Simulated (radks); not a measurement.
Values are calculated unless marked as measured or tabulated.
Task: The tellurium anion Te2-, [Xe], held by a Watson sphere: a shell of charge +2 at radius R that stands for the Madelung well of a crystal (potential energy -2/R inside, -2/r outside, in hartree with lengths in bohr). Level of theory: scalar-relativistic Kohn-Sham, LDA (Slater exchange, Perdew-Wang correlation), spin-polarised, spherical densities, point nucleus (a radial shooting solver on a logarithmic mesh with Libxc functionals). Response by self-consistent Sternheimer equations with the Hartree and adiabatic LDA kernel, the relativistic mass of each level held fixed and spin-orbit coupling left out. The sphere does not respond.

| R (bohr) | e(4d) (eV) | e(5s) (eV) | e(5p) (eV) | <r> 5p (bohr) | sum of <r^2> (bohr^2) | X-ray form factor at sin(theta)/lambda = 0.3 1/angstrom | alpha (bohr^3) |
|---|---|---|---|---|---|---|---|
| 2.56 | -40.831 | -16.251 | -7.328 | 2.641 | 77.52 | 35.915 | 44.12 |
| 2.66 | -40.636 | -16.020 | -7.192 | 2.667 | 78.60 | 35.925 | 46.13 |
| 2.86 | -40.307 | -15.577 | -6.908 | 2.719 | 80.77 | 35.947 | 50.55 |
| 3.06 | -40.031 | -15.165 | -6.615 | 2.769 | 82.93 | 35.968 | 55.51 |
| 4.07 | -38.952 | -13.481 | -5.174 | 2.992 | 93.17 | 36.036 | 88.95 |
| 5.35 | -37.858 | -12.035 | -3.705 | 3.202 | 104.6 | 36.056 | 155.3 |
| 5.38 | -37.835 | -12.008 | -3.676 | 3.207 | 104.9 | 36.056 | 157.3 |

Estimate the row for R = 5.6 bohr.

Result: e(4d) (eV) -37.673; e(5s) (eV) -11.814; e(5p) (eV) -3.469; <r> 5p (bohr) 3.237; sum of <r^2> (bohr^2) 106.7; X-ray form factor at sin(theta)/lambda = 0.3 1/angstrom 36.058; alpha (bohr^3) 172.4.
